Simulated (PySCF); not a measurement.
## NdH₃: umbrella–stretch map

These are results of PBE0 in PySCF with Nd lcecp-1-TZVP with ECP49, H def2-TZVP; scalar-relativistic core potentials, no spin–orbit coupling; density-fitted integrals, not measurements.

Rigid scan from the valence singlet (4f shell in the core) minimum (Nd–H 2.042 Å (×3); H–Nd–H 110.4° (×3)). Coordinate: rows: all bonds scaled; columns: angle to the threefold axis. Energies in kJ/mol from the minimum.

Rows run from the largest first scale (top) to the smallest, columns from the smallest angle to the largest. Lower edges of the bins (kJ/mol): '0' 0.02, '1' 0.24, '2' 0.58, '3' 1.13, '4' 2.00, '5' 3.38, '6' 5.57, '7' 9.03, '8' 14.52, '9' 23.22; top 37.
```
998889
865567
740466
754577
877889
```

(1) Give the energies on the grid of the scan.

Answers

(1) 
```json
{"scale \\ angle": "0.95", "60": "21", "66": "14", "72": "13", "78": "18", "84": "23", "90": "26"}
{"scale \\ angle": "0.98", "60": "12", "66": "4", "72": "2", "78": "5", "84": "10", "90": "12"}
{"scale \\ angle": "1.00", "60": "12", "66": "3", "72": "0", "78": "2", "84": "6", "90": "8"}
{"scale \\ angle": "1.03", "60": "18", "66": "8", "72": "4", "78": "5", "84": "8", "90": "10"}
{"scale \\ angle": "1.07", "60": "37", "66": "25", "72": "20", "78": "20", "84": "23", "90": "24"}
```

The bond scale of lowest energy on the grid is 1.00 at 60°, 1.00 at 66°, 1.00 at 72°, 1.00 at 78°, 1.00 at 84°, 1.00 at 90°.

The 4f shell sits in the core potential, so its spin is not counted.

Other isomers or separated fragments may lie lower.
